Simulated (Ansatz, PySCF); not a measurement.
Species: PbS (charge 0, singlet). 
Coordinates optimised at B3LYP-D3(BJ)/def2-TZVP (Ansatz, a first-principles code):
```
Pb
S 1 2.3055
```

Quantity: atomisation energy (electronic, to ground-state atoms), in kJ/mol. Valence correlation only, unless marked. Open shells are spin-unrestricted. No spin-orbit coupling. The frozen core is the preceding noble-gas configuration, with the filled d and f shells of earlier blocks. Past Kr the def2 sets carry scalar-relativistic core potentials. The coupled-cluster limit lacks core correlation, which all-electron functionals hold. CBS(X,Y): correlation extrapolated as X^-3; Hartree-Fock from the larger set.

The T1 diagnostic of CCSD in the largest basis is 0.028, which is high, so the coupled-cluster rows are less sure than usual.

```
level                                        program  atomisation energy (kJ/mol)
------------------------------------  --------------  ---------------------------
PBE0/def2-QZVPP                               Ansatz                            …
TPSSh-D3(BJ)/def2-TZVPD                PySCF + dftd3                        461.6
HSE06-D3(BJ)/def2-TZVPD               Ansatz + dftd3                        451.7
CCSD(T)/CBS(def2-TZVPPD,def2-QZVPPD)          Ansatz                            …
```

Q: Complete the blanks.

A: 
- PBE0/def2-QZVPP, atomisation energy (kJ/mol): 446.2
- CCSD(T)/CBS(def2-TZVPPD,def2-QZVPPD), atomisation energy (kJ/mol): 450.4
